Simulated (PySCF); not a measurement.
Calculated NMR parameters of F/C([SiH3])=C/[SiH2]P

```
Formula                               : C2H8FPSi2
SMILES                                : F/C([SiH3])=C/[SiH2]P
Point group of the computed structure : C1
Carbon signals                        : 2
Proton signals                        : 4
```

Molfile (atoms numbered from 1):
```
C2H8FPSi2
     RDKit          3D

 14 13  0  0  0  0  0  0  0  0999 V2000
   -1.8070   -1.5440   -1.6990 F   0  0  0  0  0  0  0  0  0  0  0  0
   -1.0770   -0.6971   -0.9082 C   0  0  0  0  0  0  0  0  0  0  0  0
   -1.9500   -0.4365    0.7526 Si  0  0  0  0  0  4  0  0  0  0  0  0
    0.0586   -0.2275   -1.4102 C   0  0  0  0  0  0  0  0  0  0  0  0
    1.2658    0.9321   -0.5612 Si  0  0  0  0  0  4  0  0  0  0  0  0
    2.4649   -0.2664    0.9133 P   0  0  0  0  0  0  0  0  0  0  0  0
   -3.2772    0.1057    0.4631 H   0  0  0  0  0  0  0  0  0  0  0  0
   -2.0580   -1.7438    1.4008 H   0  0  0  0  0  0  0  0  0  0  0  0
   -1.1582    0.4928    1.5583 H   0  0  0  0  0  0  0  0  0  0  0  0
    0.3279   -0.5551   -2.4084 H   0  0  0  0  0  0  0  0  0  0  0  0
    2.2151    1.4326   -1.5625 H   0  0  0  0  0  0  0  0  0  0  0  0
    0.5643    2.0763    0.0362 H   0  0  0  0  0  0  0  0  0  0  0  0
    1.4423   -0.4066    1.8366 H   0  0  0  0  0  0  0  0  0  0  0  0
    2.9879    0.8370    1.5666 H   0  0  0  0  0  0  0  0  0  0  0  0
  1  2  1  0
  2  3  1  0
  2  4  2  0
  4  5  1  0
  5  6  1  0
  3  7  1  0
  3  8  1  0
  3  9  1  0
  4 10  1  0
  5 11  1  0
  5 12  1  0
  6 13  1  0
  6 14  1  0
M  END
```

Computed data (PySCF): NMR shieldings at PBE0/pcSseg-1/GIAO, structure optimised with GFN2-xTB. A single conformation, one averaged value for each set of equivalent atoms, no relativistic terms, in vacuum.

δ = σ(ref) − σ, references computed at the same level: TMS for 1H (σref 31.72), 13C (σref 186.93), 29Si (σref 349.16); 19F (σref 170.95) against CFCl3; H3PO4 for 31P (σref 318.38).

```tsv
carbon	δC, type	δH (multiplicity)	HMBC from (2–3 bonds)	span of the C tensor (ppm)
C2	185.0, C	–	H10, H11/H12, H7/H8/H9	178
C4	119.4, CH	6.36 (m)	H11/H12, H7/H8/H9, H13/H14	205
```

Other nuclei:
```json
{"atoms": "H11/H12", "nucleus": "1H", "environment": "hydrogen on a silicon bonded to C, P", "δ (ppm)": "4.78", "σ (ppm)": "26.94"}
{"atoms": "H7/H8/H9", "nucleus": "1H", "environment": "hydrogen on a silicon bonded to C", "δ (ppm)": "4.20", "σ (ppm)": "27.52"}
{"atoms": "H13/H14", "nucleus": "1H", "environment": "hydrogen on a phosphorus bonded to Si", "δ (ppm)": "1.13", "σ (ppm)": "30.59"}
{"atoms": "F1", "nucleus": "19F", "environment": "vinylic fluorine", "δ (ppm)": "-36.8", "σ (ppm)": "207.7"}
{"atoms": "P6", "nucleus": "31P", "environment": "phosphorus bonded to Si, 2 H", "δ (ppm)": "-299.3", "σ (ppm)": "617.7"}
{"atoms": "Si5", "nucleus": "29Si", "environment": "silicon bonded to C, P, 2 H", "δ (ppm)": "-59.3", "σ (ppm)": "408.4"}
{"atoms": "Si3", "nucleus": "29Si", "environment": "silicon bonded to C, 3 H", "δ (ppm)": "-87.2", "σ (ppm)": "436.4"}
```

δC 185.0: fully substituted alkene carbon. δC 119.4: alkene CH; the olefinic region. δH 6.36: hydrogen on an alkene CH; a vinylic proton, deshielded by the sp2 carbon and the C=C anisotropy. δH 4.20: hydrogen on a silicon bonded to C. δH 1.13: hydrogen on a phosphorus bonded to Si.

Splittings by 19F and 31P in the carbon and heteronuclear signals aren't shown, as no couplings were computed. Shifts are as computed. Against solution values, carbons near 30 ppm lie about +3 ppm off and those near 130 ppm about +5 ppm. Of 1211 compounds with measured shifts, 218 miss one by over three times the rms of a fit or turn the order of signals round; such compounds aren't used in these exercises. Unscaled 19F shifts against computed CFCl3 carry errors that often reach 10 to 50 ppm. Experimental scales use liquid or dissolved standards, which lie at an offset from isolated H3PO4. Multiplicities follow the n + 1 count of equivalent neighbours, as no J values were calculated; m marks all less simple cases, F and P coupling included.
